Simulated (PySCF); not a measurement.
One of the candidates below gave these computed data.

All candidates are C6H14N2Si.

| technique | computed result |
| --- | --- |
| 13C NMR | chemical shifts (computed TMS as zero) by class: 153.8 (1 C), 109.7 (1 C), 58.3 (1 C), 26.8 (1 C), 24.7 (1 C), 17.1 (1 C) ppm [GIAO PBE0/pcSseg-1] |
| 1H NMR | chemical shifts (computed TMS as zero) by class: 4.72 (1 H), 4.63 (1 H), 3.13 (1 H), 1.84 (3 H), 1.81 (1 H), 1.66 (1 H), 1.62 (1 H), 1.58 (1 H), 0.55 (2 H), 0.54 (2 H) ppm [GIAO PBE0/pcSseg-1] |
| Dipole | 1.20 D [PBE0/pcSseg-1] |
| NMR, other nuclei | isotropic shieldings of nuclei other than C and H, by class: 241 (1 N), 242 (1 N), 352 (1 Si) ppm [GIAO PBE0/pcSseg-1] |
| Rotational structure | rotational constants A, B, C: 1.821, 1.038, 0.949 GHz [GFN2-xTB] |

Electronic properties: PySCF, gas phase, density fitting. Levels stand in brackets. Geometry: GFN2-xTB, one conformer, isolated molecule. Each NMR value is the plain mean over a class of atoms that symmetry, rotation or inversion makes alike.

Question: Which candidate is it?
A. `CC1=NN([SiH](C)C)CC1`
B. `CC(C)(C)N[Si@@H]1CC=N1`
C. `C=C(C)[C@@H]1CC[Si]1(N)N`
D. `C=CCN1CCCN1[SiH3]`

Answer: C. It is `C=C(C)[C@@H]1CC[Si]1(N)N`. Numbering: `[CH2:1]=[C:2]([CH3:3])[C@@H:4]1[CH2:5][CH2:6][Si:7]1([NH2:8])[NH2:9]`. Its formula, C6H14N2Si, gives 2 degrees of unsaturation: 1 ring and 1 π bond in the structure found. 6 carbons fall into 6 classes; from least to most shielded: fully substituted alkene carbon [C2] (153.8 ppm), terminal =CH2 carbon [C1] (109.7 ppm), ring sp3 carbon bound to silicon [C4] (58.3 ppm), ring sp3 carbon bound to silicon [C6] (26.8 ppm), allylic carbon [C3] (24.7 ppm), four-membered-ring carbon [C5] (17.1 ppm). Hydrogen classes from least to most shielded: 1 H on a terminal =CH2 carbon, C1 (4.72 ppm), 1 H on a terminal =CH2 carbon, C1 (4.63 ppm), 1 H on an sp3 carbon bound to silicon, C4 (3.13 ppm), 3 H on an allylic carbon, C3 (1.84 ppm, a mean of values up to 0.8 ppm apart in this geometry), 1 H on a four-membered-ring carbon, C5 (1.81 ppm), 1 H on a four-membered-ring carbon, C5 (1.66 ppm), 1 H on an sp3 carbon bound to silicon, C6 (1.62 ppm), 1 H on an sp3 carbon bound to silicon, C6 (1.58 ppm), 2 H on a silicon-bound nitrogen, N8 (0.55 ppm), 2 H on a silicon-bound nitrogen, N9 (0.54 ppm). The other shieldings belong to: 241 ppm, silicon-bound nitrogen [N8]; 242 ppm, silicon-bound nitrogen [N9]; 352 ppm, four-coordinate silicon [Si7]. The optimised geometry has point group C1 and is an asymmetric top.

The others, at the same levels:
- `C=CCN1CCCN1[SiH3]` fails: its computed 13C shifts are 148.7 (1 C), 122.4 (1 C), 63.5 (1 C), 51.5 (1 C), 46.7 (1 C), 29.6 (1 C) ppm, 1H shifts are 6.38 (1 H), 5.41 (1 H), 5.30 (1 H), 4.71 (3 H), 3.34 (2 H), 3.21 (2 H), 2.95 (2 H), 2.02 (2 H) ppm and rotational constant A is 2.349 GHz (against 1.821 GHz).
- `CC(C)(C)N[Si@@H]1CC=N1` fails: it has 4 carbon classes against 6; its computed 13C shifts are 200.8 (1 C), 49.9 (1 C), 38.2 (1 C), 34.2 (3 C) ppm, 1H shifts are 9.41 (1 H), 5.97 (1 H), 2.14 (1 H), 2.12 (1 H), 1.29 (9 H), 1.14 (1 H) ppm and rotational constant A is 3.009 GHz (against 1.821 GHz).
- `CC1=NN([SiH](C)C)CC1` fails: it has 5 carbon classes against 6; its computed 13C shifts are 145.2 (1 C), 49.2 (1 C), 38.5 (1 C), 18.1 (1 C), -2.1 (2 C) ppm, 1H shifts are 5.11 (1 H), 3.54 (2 H), 2.67 (2 H), 2.01 (3 H), 0.27 (6 H) ppm and rotational constant A is 2.604 GHz (against 1.821 GHz).

Each candidate is one conformer, not necessarily the lowest. The conformers computed, where there is a choice (atom-mapped SMILES and torsion angles):
- `[CH2:1]=[C:2]([CH3:3])[C@@H:4]1[CH2:5][CH2:6][Si:7]1([NH2:8])[NH2:9]`: C1–C2–C4–C5 -145°, H–N8–Si7–C6 -92°, H–N8–Si7–C6 45°, H–N9–Si7–C6 -43°, H–N9–Si7–C6 -179°
- `[CH3:1][C:2]([CH3:3])([CH3:4])[NH:5][Si@@H:6]1[CH2:7][CH:8]=[N:9]1`: C1–C2–N5–Si6 -81°, C2–N5–Si6–C7 -106°

The conformers of `C=CCN1CCCN1[SiH3]` and `CC1=NN([SiH](C)C)CC1` aren't listed.
